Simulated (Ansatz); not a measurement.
Reaction (ligand exchange at the Al–N bond): `[SiH3][NH][AlH][SeH]` + NH₃ → `[NH2][AlH][SeH]` + `N[SiH3]`

Computed with Ansatz on PBE0-D4/def2-TZVP structures; ΔE is electronic, products minus reactants. CCSD(T)/CBS adds triple-zeta CCSD(T) − MP2 to the extrapolated MP2 energy (def2 sets, frozen cores). This one scheme is used for every species. Functionals use def2-TZVPP. B3LYP here is the variant with VWN-RPA as its local correlation; programs differ in this. For Se outer-core shells are correlated without core-valence functions, which leaves a few kJ/mol of doubt a bond. Scalar relativity is left out up to krypton. One conformer a species, not always the lowest.

| level | ΔE (kJ/mol) | difference from CCSD(T)/CBS |
| --- | --- | --- |
| PBE-D4 | 12.9 | -1.7 |
| r2SCAN-D4 | 11.8 | -2.8 |
| PBE0-D4 | 13.0 | -1.6 |
| B3LYP-D4 | 12.9 | -1.7 |
| ωB97M-V | 11.5 | -3.1 |
| B2PLYP | 9.2 | -5.4 |
| PBE | 8.1 | -6.5 |
| r2SCAN | 10.5 | -4.1 |
| PBE0 | 8.5 | -6.1 |
| HF/def2-TZVPP | 5.2 | -9.4 |
| MP2/def2-TZVPP | 15.4 | 0.8 |
| SCS-MP2/def2-TZVPP | 13.7 | -0.9 |
| CCSD/def2-TZVPP | 13.2 | -1.4 |
| CCSD(T)/def2-TZVPP | 15.2 | 0.6 |
| HF/def2-QZVPP | 5.3 | -9.3 |
| MP2/CBS(def2) | 14.8 | 0.2 |
| CCSD(T)/CBS | 14.6 | 0 |

Largest T1 diagnostic among the species: 0.010.

In def2-TZVPP, CCSD(T) changes the Hartree–Fock value by +10.0 kJ/mol (the triples alone add +1.9 kJ/mol) and MP2 by +10.3 kJ/mol. The D4 term adds +7.8 kJ/mol with B3LYP and +4.4 kJ/mol with PBE0; it sums over pairs of atoms, weighted by their polarisabilities, and B3LYP, whose exchange is more repulsive, gets the larger term.
